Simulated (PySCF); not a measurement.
Sound and unsound settings

Molecule: SMILES CC(C)(C)[Si@@H](N)O, C$_{4}$H$_{13}$NOSi; geometry GFN2-xTB.

Molfile (atoms numbered from 1):
```
C4H13NOSi
     RDKit          3D

 20 19  0  0  0  0  0  0  0  0999 V2000
   -0.6308   -0.2656   -1.5805 C   0  0  0  0  0  0  0  0  0  0  0  0
   -0.5212    0.0348   -0.0838 C   0  0  0  0  0  0  0  0  0  0  0  0
   -1.4236    1.2253    0.2430 C   0  0  0  0  0  0  0  0  0  0  0  0
   -1.0226   -1.1813    0.6950 C   0  0  0  0  0  0  0  0  0  0  0  0
    1.2866    0.4502    0.3959 Si  0  0  1  0  0  4  0  0  0  0  0  0
    2.2230   -0.9555    0.0252 N   0  0  0  0  0  0  0  0  0  0  0  0
    1.9135    1.6968   -0.4435 O   0  0  0  0  0  0  0  0  0  0  0  0
   -0.3408    0.6020   -2.1706 H   0  0  0  0  0  0  0  0  0  0  0  0
    0.0118   -1.0993   -1.8554 H   0  0  0  0  0  0  0  0  0  0  0  0
   -1.6572   -0.5231   -1.8437 H   0  0  0  0  0  0  0  0  0  0  0  0
   -2.4534    1.0198   -0.0508 H   0  0  0  0  0  0  0  0  0  0  0  0
   -1.4113    1.4381    1.3097 H   0  0  0  0  0  0  0  0  0  0  0  0
   -1.0899    2.1174   -0.2825 H   0  0  0  0  0  0  0  0  0  0  0  0
   -0.9346   -1.0161    1.7669 H   0  0  0  0  0  0  0  0  0  0  0  0
   -0.4490   -2.0687    0.4370 H   0  0  0  0  0  0  0  0  0  0  0  0
   -2.0701   -1.3782    0.4659 H   0  0  0  0  0  0  0  0  0  0  0  0
    1.3725    0.9935    1.7509 H   0  0  0  0  0  0  0  0  0  0  0  0
    1.9458   -1.8379    0.4212 H   0  0  0  0  0  0  0  0  0  0  0  0
    3.2255   -0.8662    0.0770 H   0  0  0  0  0  0  0  0  0  0  0  0
    2.0205    1.6247   -1.3884 H   0  0  0  0  0  0  0  0  0  0  0  0
  1  2  1  0
  2  3  1  0
  2  4  1  0
  2  5  1  0
  5  6  1  0
  5  7  1  0
  1  8  1  0
  1  9  1  0
  1 10  1  0
  3 11  1  0
  3 12  1  0
  3 13  1  0
  4 14  1  0
  4 15  1  0
  4 16  1  0
  5 17  1  1
  6 18  1  0
  6 19  1  0
  7 20  1  0
M  END
```

All runs: PySCF 2.14, non-relativistic, gas phase unless a solvent (IEF-PCM) is named; grid level 2, GIAOs and SCF threshold 1e-9 unless changed. The yardstick, PBE0/pcSseg-1, gives these isotropic shieldings σ (ppm, equivalent atoms averaged): C1/C3/C4 160.0, C2 165.4, N6 244.3, O7 304.4, H17 26.92, H8/H9/H10/H11/H12/H13/H14/H15/H16 30.82, H18/H19 31.27.

Problem. What do these inputs give? (1) B3LYP/pcSseg-1; max_cycle 99; squeeze 2.0; altered: squeeze 2.0; (2) solvent chloroform; OPBE/ANO-RCC-VDZP; conv 1e-06; (3) PBE0/6-31++G**; max_cycle 5; guess 1e

Solution. 
| run | outcome | functions | wall time | C1/C3/C4 | C2 | N6 | O7 | H17 | H8/H9/H10/H11/H12/H13/H14/H15/H16 | H18/H19 |
| --- | --- | --- | --- | --- | --- | --- | --- | --- | --- | --- |
| 1 | converged | 191 | 32 s | 3.2 | 11.5 | 245.2 | 221.0 | 19.08 | 25.37 | 30.74 |
| 2 | converged | 167 | 42 s | 166.5 | 167.5 | 243.3 | 302.9 | 26.74 | 30.86 | 30.93 |
| 3 | not converged | 208 | 9.5 s | – | – | – | – | – | – | – |

Times are on 1 thread of an Intel Xeon Platinum 8488C, shared host.

Problem. Comment on the technical settings and failures.

Solution. 
- Run 1: The functional differs from the yardstick's, which in itself moves the values. One bond was set to 2 of its length. The cycle limit changes the path of the SCF (15 cycles), not the solution, provided the same state is reached.
- Run 2: The functional and orbital basis and medium differ from the yardstick's, which in itself moves the values. A loose SCF threshold (1e-06) leaves errors in the orbitals that response properties inherit.
- Run 3: The SCF stopped after 5 cycles without meeting its threshold and the cycle limit at 5, so no response property followed.

Runs 1, 3 were set up unsoundly or failed; their numbers aren't to be quoted as properties of the molecule.
